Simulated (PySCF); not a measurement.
Basis and Hamiltonian dependence of the excitation energy of F²⁺

F²⁺ [He] 2s2 2p3 (4S) → F²⁺ [He] 2s1 2p4 (4P). All values are computed (PySCF 2.14, energy differences of UHF-based or UKS calculations, no spin-orbit coupling). Values in eV.

```json
{"basis": "def2-TZVPP", "Hamiltonian": "non-relativistic", "functions": "31", "UHF": "18.831", "PBE": "n/a", "PBE0": "n/a", "MP2 (valence)": "18.873", "CCSD(T) (valence)": "18.844", "CCSD(T) (valence and next inner shell)": "n/a"}
{"basis": "x2c-TZVPPall", "Hamiltonian": "spin-free X2C", "functions": "31", "UHF": "18.929", "PBE": "17.833", "PBE0": "18.189", "MP2 (valence)": "18.971", "CCSD(T) (valence)": "18.942", "CCSD(T) (valence and next inner shell)": "n/a"}
{"basis": "x2c-TZVPPall with one added diffuse shell each of s, p, d type", "Hamiltonian": "spin-free X2C", "functions": "40", "UHF": "18.927", "PBE": "17.832", "PBE0": "18.188", "MP2 (valence)": "18.972", "CCSD(T) (valence)": "18.934", "CCSD(T) (valence and next inner shell)": "18.910"}
{"basis": "aug-cc-pVTZ", "Hamiltonian": "non-relativistic", "functions": "46", "UHF": "18.871", "PBE": "17.784", "PBE0": "18.137", "MP2 (valence)": "18.911", "CCSD(T) (valence)": "18.873", "CCSD(T) (valence and next inner shell)": "n/a"}
{"basis": "aug-cc-pVTZ-DK", "Hamiltonian": "spin-free X2C", "functions": "46", "UHF": "18.968", "PBE": "17.882", "PBE0": "18.235", "MP2 (valence)": "19.009", "CCSD(T) (valence)": "n/a", "CCSD(T) (valence and next inner shell)": "n/a"}
{"basis": "x2c-QZVPPall", "Hamiltonian": "spin-free X2C", "functions": "57", "UHF": "18.911", "PBE": "17.824", "PBE0": "18.178", "MP2 (valence)": "18.949", "CCSD(T) (valence)": "18.907", "CCSD(T) (valence and next inner shell)": "18.867"}
{"basis": "aug-cc-pCVTZ-DK with one added diffuse shell each of s, p, d, f type", "Hamiltonian": "spin-free X2C", "functions": "75", "UHF": "18.967", "PBE": "17.879", "PBE0": "18.233", "MP2 (valence)": "19.029", "CCSD(T) (valence)": "18.988", "CCSD(T) (valence and next inner shell)": "18.947"}
{"basis": "dyall-acv3z", "Hamiltonian": "spin-free X2C", "functions": "76", "UHF": "18.914", "PBE": "17.826", "PBE0": "18.180", "MP2 (valence)": "19.000", "CCSD(T) (valence)": "18.959", "CCSD(T) (valence and next inner shell)": "18.935"}
{"basis": "dyall-acv3z", "Hamiltonian": "non-relativistic", "functions": "76", "UHF": "18.817", "PBE": "17.729", "PBE0": "18.083", "MP2 (valence)": "18.903", "CCSD(T) (valence)": "18.863", "CCSD(T) (valence and next inner shell)": "18.839"}
{"basis": "aug-cc-pVQZ-DK", "Hamiltonian": "spin-free X2C", "functions": "80", "UHF": "18.922", "PBE": "17.834", "PBE0": "18.189", "MP2 (valence)": "18.969", "CCSD(T) (valence)": "18.926", "CCSD(T) (valence and next inner shell)": "n/a"}
{"basis": "aug-cc-pVQZ", "Hamiltonian": "non-relativistic", "functions": "80", "UHF": "18.825", "PBE": "17.737", "PBE0": "18.092", "MP2 (valence)": "18.872", "CCSD(T) (valence)": "18.830", "CCSD(T) (valence and next inner shell)": "n/a"}
{"basis": "aug-cc-pVQZ with one added diffuse shell each of s, p, d, f, g type", "Hamiltonian": "non-relativistic", "functions": "105", "UHF": "18.825", "PBE": "17.737", "PBE0": "18.092", "MP2 (valence)": "18.873", "CCSD(T) (valence)": "n/a", "CCSD(T) (valence and next inner shell)": "n/a"}
{"basis": "aug-cc-pCVQZ-DK", "Hamiltonian": "spin-free X2C", "functions": "109", "UHF": "18.921", "PBE": "17.831", "PBE0": "18.185", "MP2 (valence)": "18.976", "CCSD(T) (valence)": "n/a", "CCSD(T) (valence and next inner shell)": "n/a"}
{"basis": "aug-cc-pwCVQZ", "Hamiltonian": "non-relativistic", "functions": "109", "UHF": "18.824", "PBE": "17.733", "PBE0": "18.088", "MP2 (valence)": "18.878", "CCSD(T) (valence)": "n/a", "CCSD(T) (valence and next inner shell)": "n/a"}
```

Frozen in the all-electron rows: valence: 1s2; valence and next inner shell: nothing.
